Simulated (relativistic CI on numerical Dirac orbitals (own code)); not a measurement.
## Sensitivity of the levels of Ag19+ to α and to the nuclear radius

These numbers are calculated, not measured: Dirac-Coulomb-Breit CI, separate exchange-only KLI orbitals for each configuration, derivatives by finite differences, unscaled Slater integrals, QED left out (own radial code, finite nucleus).

Configuration list (outside the closed core [Ne] 3s2): 3p⁶3d¹⁰, 3p⁶3d⁹4s, 3p⁶3d⁹4p, 3p⁶3d⁹4d, 3p⁶3d⁸4s², 3p⁶3d⁹4f, 3p⁵3d¹⁰4s, 3p⁶3d⁸4s4p. Levels of other configurations are missing.

With x = (α/α₀)² − 1 an excitation energy changes as ω = ω₀ + qx; K = 2q/ω₀ is the relative enhancement. Terms are leading LS components, so labels can repeat. The field-shift factor is F = δν/δ⟨r²⟩ for the transition from the lowest level.

Lowest level 3p⁶3d¹⁰ ¹S0.

| Level | ω₀ (cm⁻¹) | q (cm⁻¹) | K | F (GHz/fm²) |
| --- | --- | --- | --- | --- |
| 3p⁶3d⁹4s ³D3 | 2802363 | -152700 | -0.109 | 98.8 |
| 3p⁶3d⁹4s ³D2 | 2809058 | -151500 | -0.108 | 98.5 |
| 3p⁶3d⁹4s ³D1 | 2853291 | -102100 | -0.0715 | 99.1 |
| 3p⁶3d⁹4s ¹D2 | 2858803 | -102600 | -0.0718 | 98.9 |
| 3p⁶3d⁹4p ³P°2 | 3116450 | -130200 | -0.0835 | 12.8 |
| 3p⁶3d⁹4p ³F°3 | 3125119 | -133600 | -0.0855 | 12.6 |
| 3p⁶3d⁹4p ³F°2 | 3170735 | -82400 | -0.052 | 12.9 |
| 3p⁶3d⁹4p ³P°1 | 3175747 | -71890 | -0.0453 | 12.6 |
| 3p⁶3d⁹4p ³F°4 | 3186031 | -60930 | -0.0382 | 11.2 |
| 3p⁶3d⁹4p ¹D°2 | 3197072 | -65080 | -0.0407 | 11.5 |
| 3p⁶3d⁹4p ¹P°1 | 3201753 | -66590 | -0.0416 | 12 |
| 3p⁶3d⁹4p ³D°3 | 3205235 | -60790 | -0.0379 | 11.2 |
| 3p⁶3d⁹4p ³P°0 | 3221945 | -9757 | -0.00606 | 11.8 |

At this charge energies of transitions that change n are usually good to better than 1 %, and those within a shell (Δn = 0) to a few per cent.
